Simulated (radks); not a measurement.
Task: Isoelectronic series with 4 electrons, all held in the configuration [He] 2s2, which need not be the ground one along the series. Method: non-relativistic Kohn-Sham, PBE, spin-polarised, spherical densities, point nucleus; computed with a radial shooting solver on a logarithmic mesh with Libxc functionals. Total energies (hartree) and orbital eigenvalues (hartree):

ion,E (hartree),2s,1s
Be,-14.62995,-0.20612,-3.90261
B+,-24.29343,-0.71681,-7.11371
C2+,-36.46109,-1.48323,-11.33421
N3+,-51.13047,-2.50195,-16.55864
O4+,-68.30072,-3.77177,-22.78510
F5+,-87.97145,-5.29219,-30.01277
Ne6+,-110.14248,-7.06298,-38.24121
Mg8+,-161.98504,-11.35514,-57.69953
Al9+,-191.65648,-13.87639,-68.92916
Si10+,-223.82798,-16.64771,-81.15900
S12+,-295.67113,-22.94049,-108.6192

Estimate the row of P11+.

Result: E (hartree) -258.49954; 2s -19.66908; 1s -94.38901.
